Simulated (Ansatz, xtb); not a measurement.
Two isomers of C4H8OSi

Structure X: `C#CC[Si@@H](C)O`, a singlet. Structure Y: `C#CC[SiH2]CO`, a singlet. Both are isolated molecules in the gas phase, relaxed with PBE-D3(BJ)/def2-SVP; the shapes shown needn't be the lowest conformers.

X (Å):

```yaml
atoms:
  - { symbol: C, position_ang: [-0.1083, 0.1004, 3.0818] }
  - { symbol: C, position_ang: [0.2795, 0.7135, 2.0932] }
  - { symbol: C, position_ang: [0.6992, 1.3127, 0.8391] }
  - { symbol: C, position_ang: [0.9876, 0.5393, -2.1866] }
  - { symbol: O, position_ang: [0.3846, -1.4051, -0.1540] }
  - { symbol: Si, position_ang: [0.0749, 0.1896, -0.5894] }
  - { symbol: H, position_ang: [-0.4368, -0.3829, 3.9910] }
  - { symbol: H, position_ang: [1.8077, 1.3855, 0.7856] }
  - { symbol: H, position_ang: [0.2941, 2.3414, 0.7221] }
  - { symbol: H, position_ang: [-1.4025, 0.4516, -0.7401] }
  - { symbol: H, position_ang: [0.6356, -0.1334, -2.9944] }
  - { symbol: H, position_ang: [2.0777, 0.3825, -2.0597] }
  - { symbol: H, position_ang: [0.8178, 1.5851, -2.5152] }
  - { symbol: H, position_ang: [0.1872, -1.5614, 0.7904] }
```

Y (Å):

```yaml
atoms:
  - { symbol: C, position_ang: [0.9226, 0.2504, -2.7934] }
  - { symbol: C, position_ang: [0.0015, -0.2802, -2.1858] }
  - { symbol: C, position_ang: [-1.0563, -0.8898, -1.3980] }
  - { symbol: C, position_ang: [0.9372, -1.2441, 1.0464] }
  - { symbol: O, position_ang: [1.1796, -0.9137, 2.4148] }
  - { symbol: Si, position_ang: [-0.7718, -0.6098, 0.4796] }
  - { symbol: H, position_ang: [1.7236, 0.7142, -3.3508] }
  - { symbol: H, position_ang: [-2.0507, -0.4734, -1.6712] }
  - { symbol: H, position_ang: [-1.1119, -1.9852, -1.5851] }
  - { symbol: H, position_ang: [-1.8691, -1.2921, 1.2515] }
  - { symbol: H, position_ang: [-0.8311, 0.8684, 0.7673] }
  - { symbol: H, position_ang: [0.9626, -2.3526, 0.9736] }
  - { symbol: H, position_ang: [1.7355, -0.8751, 0.3563] }
  - { symbol: H, position_ang: [1.2171, 0.0591, 2.4702] }
```

Which of the two would you expect CCSD(T)/def2-SVP + ΔMP2/def2-TZVPP electronic energies to favour?

Structure X; the calculation gives E(Y) − E(X) = +51.9 kcal/mol.

The same difference at several levels:

```json
{"level": "GFN2-xTB", "geometry": "GFN2-xTB", "E(Y) − E(X) (kcal/mol)": "+40.3", "departure from the last row (kcal/mol)": "−11.6", "job, with rough time for the two": "optimisation, 0.3 s"}
{"level": "HF/STO-3G", "geometry": "GFN2-xTB", "E(Y) − E(X) (kcal/mol)": "+24.9", "departure from the last row (kcal/mol)": "−27.0", "job, with rough time for the two": "single point, 0.8 s"}
{"level": "r2SCAN-D4/def2-SVP", "geometry": "GFN2-xTB", "E(Y) − E(X) (kcal/mol)": "+47.4", "departure from the last row (kcal/mol)": "−4.5", "job, with rough time for the two": "single point, 5.3 s"}
{"level": "PBE-D3(BJ)/def2-SVP", "geometry": "PBE-D3(BJ)/def2-SVP", "E(Y) − E(X) (kcal/mol)": "+45.0", "departure from the last row (kcal/mol)": "−6.9", "job, with rough time for the two": "optimisation, 46 s"}
{"level": "HF/def2-SVP", "geometry": "PBE-D3(BJ)/def2-SVP", "E(Y) − E(X) (kcal/mol)": "+47.7", "departure from the last row (kcal/mol)": "−4.2", "job, with rough time for the two": "part of the CCSD(T) run"}
{"level": "MP2/def2-SVP", "geometry": "PBE-D3(BJ)/def2-SVP", "E(Y) − E(X) (kcal/mol)": "+49.8", "departure from the last row (kcal/mol)": "−2.1", "job, with rough time for the two": "part of the CCSD(T) run"}
{"level": "CCSD(T)/def2-SVP", "geometry": "PBE-D3(BJ)/def2-SVP", "E(Y) − E(X) (kcal/mol)": "+47.0", "departure from the last row (kcal/mol)": "−4.9", "job, with rough time for the two": "single point"}
{"level": "CCSD(T)/def2-SVP + ΔMP2/def2-TZVPP", "geometry": "PBE-D3(BJ)/def2-SVP", "E(Y) − E(X) (kcal/mol)": "+51.9", "departure from the last row (kcal/mol)": "", "job, with rough time for the two": "single point, 67 s"}
```

As drawn, Y has 1 C–O, 1 Si–H in place of 1 O–Si, 1 C–H.

The levels shown agree on the order. The largest departure from CCSD(T)/def2-SVP + ΔMP2/def2-TZVPP is that of HF/STO-3G, 27.0 kcal/mol. The last row adds to CCSD(T) the change of the MP2 difference between the two basis sets, here +4.9 kcal/mol, a large step that makes the value less sure.

With thermal terms from frequencies at re-optimised GFN2-xTB minima (ideal gas, soft modes damped towards free rotors, one conformer each, 298.15 K, 1 atm): on the last row, ΔE + ΔZPE = +50.6, ΔH = +50.5, ΔG = +50.7 kcal/mol.

The correlated steps freeze 10 core orbitals. Mirror images aren't counted in ΔG. Programs: Ansatz 0.2.0, xtb 6.7.1; the last row on 2 threads of Intel(R) Xeon(R) Platinum 8259CL CPU @ 2.50GHz (Skylake/Cascade Lake) on a shared host.
